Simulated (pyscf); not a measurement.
**`[S]=[Ga][Cl]`, singlet**

Gas-phase minimum from PySCF at ωB97X-D3(BJ)/def2-SVP, one conformer. 

```
Ga
S 1 2.0007
Cl 1 2.0967 2 179.99
```

Properties at ωB97X-D3(BJ)/def2-SVP:

```
Item                                                                                                                                    Result
---------------------------------------------------------------------------------------------------------------------  -----------------------
Harmonic wavenumbers, unscaled                                                                                         121, 121, 417, 625 cm⁻¹
Zero-point energy                                                                                                                 1.8 kcal/mol
Rotational symmetry number                                                                                                                   1
Entropy of this conformer at 298 K and 1 atm, rigid rotor and harmonic oscillator, modes under 100 cm⁻¹ raised to 100          277.5 J/(mol K)
Dipole moment                                                                                                                           2.54 D
```

Single-point totals, which compare only within one level (frozen core for MP2 and CC):

| level | total energy (hartree) |
|---|---|
| ωB97X-D3(BJ)/def2-TZVP | -2783.32139 |
| PBE/def2-TZVP | -2782.70481 |
| r²SCAN/def2-TZVP | -2783.28360 |
| B3LYP-D3(BJ)/def2-TZVP | -2783.43533 |
| PBE0-D3(BJ)/def2-TZVP | -2782.81012 |
| M06-2X/def2-TZVP | -2783.31477 |
| ωB97M-D3(BJ)/def2-TZVP | -2783.47396 |
| HF/def2-TZVPP | -2780.38503 |
| MP2/def2-TZVPP | -2780.95034 |
| CCSD/def2-TZVPP | -2780.96995 |
| CCSD(T)/def2-TZVPP | -2781.00010 |

The CCSD(T) − MP2 part came from Ansatz, without density fitting, on the same reference. The frozen core leaves the outer d or s,p core shells of the metals and heavy elements correlated in the MP2 and CC values, and def2-TZVPP describes them poorly, so these totals are far from the basis limit. Elements up to Kr have no core potential and no relativistic terms here.
